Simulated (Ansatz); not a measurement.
Input for Ansatz (development build ahead of 0.2.0):

```yaml
crystal:
  periodic: [false, false, false]
  atoms:
    - { symbol: "N", position_ang: [-0.01382, -0.08123, -1.34979] }
    - { symbol: H, position_ang: [0.95247, -0.04547, -1.8259] }
    - { symbol: H, position_ang: [-0.51256, 0.776, -1.86699] }
    - { symbol: H, position_ang: [-0.42469, -0.84263, -1.76161] }
    - { symbol: Cu, position_ang: [0.04126, 0.09544, 0.61637] }
basis:
  gaussian: { orbitals: STO-3G }
total_charge: 1
hamiltonian:
  xc: hf
correlation:
  method: mp2
  frozen_orbitals: { Cu: 5, H: 0, "N": 1 }
```

The input is written out in the form of the current development build from the run's settings.

The run gave:

```yaml
Converged: yes
Reference_energy: -1675.63891 hartree
Correlation_energy: -0.10524 hartree
Total_energy: -1675.74415 hartree
Spin_squared_of_the_determinant: 0.000
```
